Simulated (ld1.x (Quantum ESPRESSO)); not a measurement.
O: variants of one ultrasoft potential

Base potential:

- Element: O (Z = 8)
- Generator: ld1.x (Quantum ESPRESSO) 7.5
- Type: ultrasoft
- Functional: PBE
- Relativity: non-relativistic
- Frozen core: [He]
- Valence charge: 6
- Reference configuration: 2s2 2p4
- Partial waves: 2s (bound): rcut 0.80, rcutus 0.95 bohr; 2s channel at -1.25 Ry: rcut 0.80, rcutus 0.95 bohr; 2p (bound): rcut 1.20, rcutus 1.35 bohr; 2p channel at -0.1 Ry: rcut 1.20, rcutus 1.35 bohr; 3d channel at 0.45 Ry: rcut 1.00, rcutus 1.25 bohr
- Local potential: all-electron potential smoothed inside 1.05 bohr (lloc = -2)
- Core correction: a·sin(br)/r model core inside 0.75 bohr
- Augmentation charge: PSQ, inside the norm-conserving radii

All-electron outer shells of the reference configuration (PBE, non-relativistic, ld1.x):

```json
{"shell": "2s", "level (eV)": "-23.91", "outermost node (bohr)": "0.28", "outermost maximum (bohr)": "0.87"}
{"shell": "2p", "level (eV)": "-9.04", "outermost node (bohr)": "–", "outermost maximum (bohr)": "0.82"}
```

Cutoffs, loose and tight: the cutoffs (Ry, on a coarse ladder) from which the occupation-weighted sum of valence levels, in a spherical-Bessel basis at the reference potential, stays within 10 and 1 mRy of its value at 400 Ry. They do not see the model core or the augmentation charge, which bear on the density cutoff. Test errors are all-electron minus pseudo excitation energies from the reference, over the configurations 2s2 2p3; 2s2 2p2; 2s2 2p1; 2s2 2p3.5; 2s1 2p5; 2s0 2p6; 2s1 2p4. A dash means not determined; rows that change the core or the reference have their own tests.

| change | outcome | cutoff, loose | cutoff, tight | bound ghosts | largest test error (meV) |
| --- | --- | --- | --- | --- | --- |
| base | generated | 40 Ry | 70 Ry | none | +409 |
| core correction none | generated | 40 Ry | 70 Ry | none | +415 |
| core correction a·sin(br)/r model core inside 0.40 bohr | generated | 40 Ry | 70 Ry | none | +459 |
| core correction a·sin(br)/r model core inside 0.52 bohr | generated | 40 Ry | 70 Ry | none | +450 |
| core correction a·sin(br)/r model core inside 0.66 bohr | generated | 40 Ry | 70 Ry | none | +411 |
| core correction a·sin(br)/r model core inside 0.78 bohr | generated | 40 Ry | 70 Ry | none | +410 |
| core correction a·sin(br)/r model core inside 0.92 bohr | generated | 40 Ry | 70 Ry | none | +413 |
| core correction a·sin(br)/r model core inside 1.00 bohr | generated | 40 Ry | 70 Ry | none | +414 |
| core correction a·sin(br)/r model core inside 1.10 bohr | generated | 40 Ry | 70 Ry | none | +414 |
